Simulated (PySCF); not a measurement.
# Ionising TlI

RHF; Tl def2-SVP with ECP60, I def2-SVP with ECP28; scalar-relativistic core potentials (PySCF 2.14). Neutral (RHF): singlet (closed shell), Re = 2.923 Å, ωe = 140 cm⁻¹, De = 2.51 eV, HOMO -8.75 eV, LUMO 0.32 eV.

TlI⁺ (UHF): doublet (π ↑), Re = 3.755 Å, ωe = 42.7 cm⁻¹. The energies at the minima are -468.25512 hartree for TlI and -467.98744 for TlI⁺.

Q: Work out the adiabatic ionisation energy, without and with harmonic zero-point energies (1 hartree = 27.2114 eV, 1 eV = 8065.5 cm⁻¹), and the change of the bond length.

A: At HF: 0.26768 hartree = 7.284 eV between the minima; the zero-point term (42.7 − 140.0)/2 cm⁻¹ = -0.006 eV makes it 7.278 eV. Re changes by +83.2 pm against the neutral. Minus the HOMO energy is 8.75 eV, +1.47 eV from the value between the minima; Hartree–Fock orbital energies leave out relaxation and correlation. The electron leaves a π orbital, and the ion is left as a loose complex of an ion and an atom.

These are scalar-relativistic numbers at best; spin–orbit coupling would shift them, the dissociation energy most. Where the molecule has an RHF reference, its open-shell atoms are computed with UHF. Hartree–Fock leaves out correlation, which carries a large part of most bond energies and some tenths to 1 eV of ionisation energies. States were picked by a PBE0 search and need not be the measured ground states.

Neutral and ion stand on different kinds of reference determinant, which adds to the error of the difference.
